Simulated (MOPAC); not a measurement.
MOPAC input (PM3):

```
PM3 FORCE THERMO(298,298) PRECISE LET UHF MS=0.5 GEO-OK AUX(PRECISION=9) THREADS=1
C2H8ClSi2

C    -1.86218576 1    1.45023097 1    0.19647626 1
Si   -0.83841553 1    0.34290323 1    1.11418730 1
C    -1.54083418 1   -1.37727570 1    1.29328551 1
Si    1.32160385 1    0.27882694 1   -0.00657229 1
Cl    1.22003990 1   -0.55732825 1   -1.92145899 1
H    -2.61962469 1    1.11709549 1   -0.50190183 1
H    -1.77527623 1    2.52796837 1    0.24353303 1
H    -0.46302995 1    0.91786917 1    2.44406422 1
H    -1.81042390 1   -1.80543158 1    0.32256972 1
H    -0.82976315 1   -2.05983730 1    1.76893472 1
H    -2.44655851 1   -1.36586170 1    1.90939954 1
H     1.86192678 1    1.65986445 1   -0.14104699 1
H     2.26656653 1   -0.54671152 1    0.79564114 1
```

Output:

```
 *******************************************************************************
 **                                                                           **
 **                              MOPAC v23.2.5                                **
 **                                                                           **
 *******************************************************************************
 ** MOPAC's Digital Object Identifier: https://doi.org/10.5281/zenodo.6511958 **
 **                                                                           **
 ** Please cite the open-source release paper for use of this MOPAC version:  **
 ** J. E. Moussa and J. J. P. Stewart (2026)                                  **
 ** MOPAC: An open-source semiempirical molecular orbital program             **
 ** J. Open Source Softw., 11(119), 8025, https://doi.org/10.21105/joss.08025 **
 *******************************************************************************

                              PM3 CALCULATION RESULTS

 *******************************************************************************
 *  PM3        - The PM3 Hamiltonian to be used
 *  GEO-OK     - OVERRIDE INTERATOMIC DISTANCE AND OTHER SAFETY CHECKS
 *  UHF        - UNRESTRICTED HARTREE-FOCK CALCULATION
 *  MS=        - IN MECI, MAGNETIC COMPONENT OF SPIN =  0.5
 *  LET        - OVERRIDE SOME SAFETY CHECKS
 *  PRECISE    - TIGHTER CRITERIA TO BE USED
 *  FORCE      - FORCE CALCULATION SPECIFIED
 *  AUX        - OUTPUT AUXILIARY INFORMATION
 *  THERMO     - THERMODYNAMIC QUANTITIES TO BE CALCULATED
 *******************************************************************************
PM3 FORCE THERMO(298,298) PRECISE LET UHF MS=0.5 GEO-OK AUX(PRECISION=9) THREADS=1
 C2H8ClSi2

   ATOM   CHEMICAL          X               Y               Z
  NUMBER   SYMBOL      (ANGSTROMS)     (ANGSTROMS)     (ANGSTROMS)

     1       C         -1.86218576  *   1.45023097  *   0.19647626  *
     2      Si         -0.83841553  *   0.34290323  *   1.11418730  *
     3       C         -1.54083418  *  -1.37727570  *   1.29328551  *
     4      Si          1.32160385  *   0.27882694  *  -0.00657229  *
     5      Cl          1.22003990  *  -0.55732825  *  -1.92145899  *
     6       H         -2.61962469  *   1.11709549  *  -0.50190183  *
     7       H         -1.77527623  *   2.52796837  *   0.24353303  *
     8       H         -0.46302995  *   0.91786917  *   2.44406422  *
     9       H         -1.81042390  *  -1.80543158  *   0.32256972  *
    10       H         -0.82976315  *  -2.05983730  *   1.76893472  *
    11       H         -2.44655851  *  -1.36586170  *   1.90939954  *
    12       H          1.86192678  *   1.65986445  *  -0.14104699  *
    13       H          2.26656653  *  -0.54671152  *   0.79564114  *

          CARTESIAN COORDINATES

    NO.       ATOM           X           Y           Z

     1         C         -1.8622      1.4502      0.1965
     2        Si         -0.8384      0.3429      1.1142
     3         C         -1.5408     -1.3773      1.2933
     4        Si          1.3216      0.2788     -0.0066
     5        Cl          1.2200     -0.5573     -1.9215
     6         H         -2.6196      1.1171     -0.5019
     7         H         -1.7753      2.5280      0.2435
     8         H         -0.4630      0.9179      2.4441
     9         H         -1.8104     -1.8054      0.3226
    10         H         -0.8298     -2.0598      1.7689
[...]
 TRANSITION DIPOLE   0.2181         C  3 -- H  9         +17.1% ( 42.6%)     85.6%
 TRAVEL (Ang.)       0.1999         C  3 -- H 10         +13.4% ( 37.7%)     81.3%
 REDUCED MASS        0.5408         Si 2 -- C  3          +0.9% (  9.7%)      0.0%
 EFFECTIVE MASS      1.4834
 FORCE CONSTANT      3.0991

 VIBRATION         30   30A           ATOM PAIR      ENERGY CONTRIBUTION    RADIAL
 FREQUENCY          3126.17         C  3 -- H 10         +50.4% ( 73.2%)     97.5%
 TRANSITION DIPOLE   0.1711         C  3 -- H  9         +47.7% ( 71.2%)     97.0%
 TRAVEL (Ang.)       0.2063         C  3 -- H 11          +1.0% ( 10.0%)      2.7%
 REDUCED MASS        0.5067         Si 2 -- C  3          +0.9% (  9.8%)      0.0%
 EFFECTIVE MASS      1.4874
 FORCE CONSTANT      2.9174

 VIBRATION         31   31A           ATOM PAIR      ENERGY CONTRIBUTION    RADIAL
 FREQUENCY          3180.32         C  1 -- H  6         +65.4% ( 82.8%)     98.5%
 TRANSITION DIPOLE   0.2374         C  1 -- H  7         +33.5% ( 59.3%)     94.9%
 TRAVEL (Ang.)       0.1923         C  1 -- Si 2          +1.0% ( 10.4%)      1.1%
 REDUCED MASS        0.5734
 EFFECTIVE MASS      1.5538
 FORCE CONSTANT      3.4172

 VIBRATION         32   32A           ATOM PAIR      ENERGY CONTRIBUTION    RADIAL
 FREQUENCY          3192.85         C  1 -- H  7         +66.9% ( 80.8%)     98.5%
 TRANSITION DIPOLE   0.1895         C  1 -- H  6         +32.7% ( 56.5%)     93.2%
 TRAVEL (Ang.)       0.1991         C  1 -- Si 2          +0.4% (  6.0%)     93.2%
 REDUCED MASS        0.5329
 EFFECTIVE MASS      1.2422
 FORCE CONSTANT      3.2006

 VIBRATION         33   33A           ATOM PAIR      ENERGY CONTRIBUTION    RADIAL
 FREQUENCY          3223.91         C  3 -- H 10         +35.8% ( 57.5%)     97.6%
 TRANSITION DIPOLE   0.1505         C  3 -- H  9         +34.7% ( 56.6%)     97.5%
 TRAVEL (Ang.)       0.2520         C  3 -- H 11         +29.3% ( 52.0%)     96.6%
 REDUCED MASS        0.3292         Si 2 -- C  3          +0.1% (  3.7%)     99.4%
 EFFECTIVE MASS      1.1198
 FORCE CONSTANT      2.0161

      SYMMETRY NUMBER FOR POINT-GROUP C1  =  1

          SYSTEM IS A GROUND STATE

 C2H8ClSi2

          MOLECULE IS NOT LINEAR

          THERE ARE 33 GENUINE VIBRATIONS IN THIS SYSTEM
          THIS THERMODYNAMICS CALCULATION IS LIMITED TO
          MOLECULES WHICH HAVE NO INTERNAL ROTATIONS

                    CALCULATED THERMODYNAMIC PROPERTIES
                                          *
   TEMP. (K)   PARTITION FUNCTION   H.O.F.    ENTHALPY  HEAT CAPACITY ENTROPY
                                   KCAL/MOL   CAL/MOLE    CAL/K/MOL  CAL/K/MOL

 298.00  VIB.     0.1889D+04                  4421.0719    27.2698    29.8268
         ROT.     0.3992D+06                   888.2803     2.9808    28.6104
         INT.     0.7541D+09                  5309.3522    30.2506    58.4371
         TRA.     0.1330D+28                  1480.4672     4.9680    40.3500
         TOT.                      -23.710    6789.8194    35.2186    98.7871

   *: NOTE: HEATS OF FORMATION ARE RELATIVE TO THE
            ELEMENTS IN THEIR STANDARD STATE AT 298K
              (=  Standard Enthalpy of Formation).

            Hvib:  Zero-point energy is not included.
                   frequencies of less than zero cm-1 are not included.
            Hrot = (3/2)RT
            Htra = (3/2)RT + pV = (5/2)RT

            Heat capacity is Cp, not Cv

          For more information, see: HTTP://OpenMOPAC.net/Manual/thermochemistry.html

           FORCE CONSTANT IN CARTESIAN COORDINATES (Millidynes/A)

    ATOM   CHEMICAL       X               Y               Z
   NUMBER   SYMBOL  FORCE CONSTANT  FORCE CONSTANT  FORCE CONSTANT

      1       C        6.050322        7.142376        1.870932
      2      Si        3.963373        3.612827        2.741180
      3       C        7.275933        5.235950        7.608777
      4      Si        2.981096        2.810659        2.208838
      5      Cl        0.230216        0.395843        1.060880
      6       H        2.089458        3.591014        0.664584
      7       H        2.130964        3.659486        0.571320
      8       H        0.514663        0.830019        1.215674
      9       H        1.301215        2.127399        3.392336
     10       H        5.481572        0.630266        0.710401
     11       H        0.838356        1.671732        4.264581
     12       H        0.565202        1.720831        0.238114
     13       H        2.032669        0.252398        0.237778

 **********************
 *                    *
 * JOB ENDED NORMALLY *
 *                    *
 **********************

 == MOPAC DONE ==
```
